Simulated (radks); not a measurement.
Results of a calculation; reference values are marked as such.
Initial-state core-level shifts of the bromine ion Br+ when its valence configuration changes from [Ar] 3d10 4s2 4p4. Level of theory: Dirac Kohn-Sham, PBEsol, spin-unpolarised, spherical densities, point nucleus; open shells are shared between the two j in proportion to 2j + 1 (a radial shooting solver on a logarithmic mesh with Libxc functionals). Shifts are changes of the shell-averaged eigenvalues in eV (positive: less bound).

valence                1s       2p       3s       3p
3d10 4s1.5 4p4.5   -0.817   -0.793   -0.805   -0.801
3d9 4s2 4p5       -15.664  -17.242  -13.227  -13.004
3d8 4s2 4p6       -32.149  -35.456  -26.712  -26.287
3d9.5 4s2 4p4.5    -7.729   -8.498   -6.579   -6.465
3d10 4s1 4p5       -1.620   -1.572   -1.597   -1.588
3d10 4p6           -3.183   -3.089   -3.144   -3.125
3d10 4s0.5 4p5.5   -2.408   -2.337   -2.377   -2.363
